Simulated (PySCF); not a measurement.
BClH2.

```xyz
4

B      0.0000     0.0000     1.1875
H      0.0000    -1.0456     1.7459
H      0.0000     1.0456     1.7459
Cl     0.0000     0.0000    -0.5547
```

The structure is a stationary point at B3LYP-D3(BJ)/def2-TZVP.

Computed with HF/pcSseg-2 in PySCF. Non-relativistic, no solvent.

Computed absolute GIAO shielding of each atom: isotropic value and principal components (ppm):
```tsv
atom	σ(iso)	σ11	σ22	σ33	span
B1	44.3	-7.6	19.8	120.9	128.5
H2	25.5	22.4	25.6	28.5	6.1
H3	25.5	22.4	25.6	28.5	6.1
Cl4	734.3	361.8	708.8	1132.4	770.7
```
